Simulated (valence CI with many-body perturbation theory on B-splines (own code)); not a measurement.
The numbers below are computed, except where a source is named.
# Sb46+ in three bases

Method: valence CI with perturbative core correlation (CI+MBPT): three valence electrons over a frozen Dirac-Fock core [He], a basis of 9 s, 9 p, 8 d, 6 f, 3 g, 1 h functions for each j, with the one-electron correlation potential Σ1, the two-electron term Σ2, the three-electron term Σ3, Breit, model QED; selected CI, second order for the rest, scaled by the run's own slope (own B-spline code, finite nucleus).

The last digits are not significant, and no measured levels were compared; by estimate large intervals hold to a few tenths of a per cent, small ones and those within an open d or f shell to about a per cent.

The reference run has the lowest level (2s^2 2p1/2) J=1/2 and an ionisation energy of 8135.68 eV. Its largest variational space holds 9347 state functions.

Levels are named by their leading jj configuration (3d3/2^4 stands for four electrons in 3d with j = 3/2), which in mixed levels can hold well under half, so a name can repeat and another be missing. Letters in brackets count levels of one name in rising energy.

Changed runs:
A. basis 6 s, 6 p, 5 d, 3 f, 1 g
B. basis 5 s, 5 p, 4 d, 2 f

Excitation energies of the reference run in cm⁻¹, and shifts in cm⁻¹:

| Level | Reference | A | B |
| --- | --- | --- | --- |
| (2s 2p1/2^2) J=1/2 | 1207710 | -70 | -149 |
| (2s^2 2p3/2) J=3/2 | 2249270 | +7.2 | -28 |
| (2s 2p1/2 2p3/2) J=3/2 [a] | 3093930 | -155 | -495 |
| (2s 2p1/2 2p3/2) J=5/2 | 3334560 | +21 | -45 |
| (2s 2p1/2 2p3/2) J=3/2 [b] | 3713480 | +115 | +340 |
| (2s 2p1/2 2p3/2) J=1/2 | 3723100 | +52 | +184 |
| (2p1/2^2 2p3/2) J=3/2 | 5018210 | +8.1 | +96 |
| (2s 2p3/2^2) J=5/2 | 5490420 | -26 | -166 |
| (2s 2p3/2^2) J=1/2 | 6045840 | +65 | +299 |
| (2s 2p3/2^2) J=3/2 | 6054640 | +109 | +321 |
| (2p1/2 2p3/2^2) J=3/2 | 7031880 | -60 | -204 |
| (2p1/2 2p3/2^2) J=5/2 | 7183430 | +113 | +264 |
| Ionisation energy (eV) | 8135.68 | -0.0098 | -0.06 |
